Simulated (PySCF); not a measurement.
propyl chloride (C$_{3}$H$_{7}$Cl), singlet, geometry from GFN2-xTB, with bond 9-2 at 1.25 times its length; HF/STO-3G in PySCF.

Here is a job for PySCF.
```python
from pyscf import gto, scf

mol = gto.Mole()
mol.atom = '''
    C     0.89556841   -0.62693231    0.00894819
    C     2.36249557   -0.21115776    0.02829502
    C    -0.00837571    0.59425323    0.00182904
    H     0.67244806   -1.23599530    0.88678452
    H     0.69409767   -1.23025825   -0.87803793
    H     3.00106085   -1.09029661    0.03327060
    Cl   -1.72614612    0.10884623   -0.02082132
    H     2.60373276    0.38459165   -0.84900501
    H     2.63699101    0.52636059    1.13680485
    H     0.13553048    1.19997169    0.89678449
    H     0.15739271    1.20576508   -0.88537060
'''
mol.basis = 'sto-3g'
mol.verbose = 4
mol.build()

mf = scf.RHF(mol)
mf.kernel()
mo_i, mo_e, stable_i, stable_e = mf.stability(internal=True, external=True, return_status=True, nroots=6, tol=1e-6)
print('internally stable:', stable_i, ' externally stable:', stable_e)
if not stable_e:
    umf = mf.to_uhf() if not hasattr(mf, 'xc') else mf.to_uks()
    umf.scf_summary = {}
    umf.kernel(umf.make_rdm1(mo_e, umf.mo_occ))
```

The log (banner, timings and long lists left out):

```
PySCF version 2.14.0

[INPUT] verbose = 4
[INPUT] num. atoms = 11
[INPUT] num. electrons = 42
[INPUT] charge = 0
[INPUT] spin (= nelec alpha-beta = 2S) = 0
[INPUT] symmetry False subgroup None
[INPUT] Mole.unit = angstrom
[INPUT] Symbol           X                Y                Z      unit          X                Y                Z       unit  Magmom
[INPUT]  1 C      0.895568410000  -0.626932310000   0.008948190000 AA    1.692379020712  -1.184730364541   0.016909628411 Bohr   0.0
[INPUT]  2 C      2.362495570000  -0.211157760000   0.028295020000 AA    4.464469597798  -0.399030335477   0.053469838489 Bohr   0.0
[INPUT]  3 C     -0.008375710000   0.594253230000   0.001829040000 AA   -0.015827797999   1.122975853338   0.003456384671 Bohr   0.0
[INPUT]  4 H      0.672448060000  -1.235995300000   0.886784520000 AA    1.270742666395  -2.335692608250   1.675779874304 Bohr   0.0
[INPUT]  5 H      0.694097670000  -1.230258250000  -0.878037930000 AA    1.311654499999  -2.324851154987  -1.659251214680 Bohr   0.0
[INPUT]  6 H      3.001060850000  -1.090296610000   0.033270600000 AA    5.671183089654  -2.060361987442   0.062872322000 Bohr   0.0
[INPUT]  7 Cl    -1.726146120000   0.108846230000  -0.020821320000 AA   -3.261943417781   0.205689564391  -0.039346592352 Bohr   0.0
[INPUT]  8 H      2.603732760000   0.384591650000  -0.849005010000 AA    4.920341817958   0.726772888295  -1.604386947284 Bohr   0.0
[INPUT]  9 H      2.636991010000   0.526360590000   1.136804850000 AA    4.983190801840   0.994677357864   2.148249823577 Bohr   0.0
[INPUT] 10 H      0.135530480000   1.199971690000   0.896784490000 AA    0.256115488731   2.267617851331   1.694677078858 Bohr   0.0
[INPUT] 11 H      0.157392710000   1.205765080000  -0.885370600000 AA    0.297429115903   2.278565771764  -1.673107952742 Bohr   0.0

nuclear repulsion = 158.394997999465
number of shells = 21
number of NR pGTOs = 93
number of NR cGTOs = 31
basis = sto-3g
ecp = {}

******** <class 'pyscf.scf.hf.RHF'> ********
method = RHF
initial guess = minao
damping factor = 0
level_shift factor = 0
DIIS = <class 'pyscf.scf.diis.CDIIS'>
diis_start_cycle = 1
diis_space = 8
diis_damp = 0
SCF conv_tol = 1e-09
SCF conv_tol_grad = None
SCF max_cycles = 50
direct_scf = True
direct_scf_tol = 1e-13
Set gradient conv threshold to 3.16228e-05
Initial guess from minao.
init E= -570.796716482314
cycle= 1 E= -570.796142434421  delta_E= 0.000574  |g|= 0.299  |ddm|=  3.7
cycle= 2 E= -570.839328873251  delta_E= -0.0432  |g|= 0.0929  |ddm|= 0.642
cycle= 3 E= -570.842274300809  delta_E= -0.00295  |g|= 0.021  |ddm|= 0.141
cycle= 4 E= -570.842538010997  delta_E= -0.000264  |g|= 0.00179  |ddm|= 0.0559
cycle= 5 E= -570.842539749864  delta_E= -1.74e-06  |g|= 0.000418  |ddm|= 0.00383
cycle= 6 E= -570.842539849438  delta_E= -9.96e-08  |g|= 9.63e-05  |ddm|= 0.000892
cycle= 7 E= -570.842539855484  delta_E= -6.05e-09  |g|= 1.51e-05  |ddm|= 0.000248
cycle= 8 E= -570.842539855642  delta_E= -1.59e-10  |g|= 2.48e-06  |ddm|= 4.24e-05
Extra cycle  E= -570.842539855647  delta_E= -4.66e-12  |g|= 8.95e-07  |ddm|= 5.51e-06
converged SCF energy = -570.842539855647
rhf_internal: lowest eigs of H = [1.64986819 1.65145843 2.22613899 2.27172781 2.42214832 2.4706464 ]
<class 'pyscf.scf.hf.RHF'> wavefunction is stable in the internal stability analysis
rhf_real2complex: lowest eigs of H = [0.37438006 0.3745563  0.50399744 0.51583279 0.52508568 0.53925052]
<class 'pyscf.scf.hf.RHF'> wavefunction is stable in the real -> complex stability analysis
rhf_external: lowest eigs of H = [0.16408351 0.24253716 0.33374249 0.3342994  0.37191104 0.42835623]
<class 'pyscf.scf.hf.RHF'> wavefunction is stable in the RHF/RKS -> UHF/UKS stability analysis
internally stable: True  externally stable: True
```
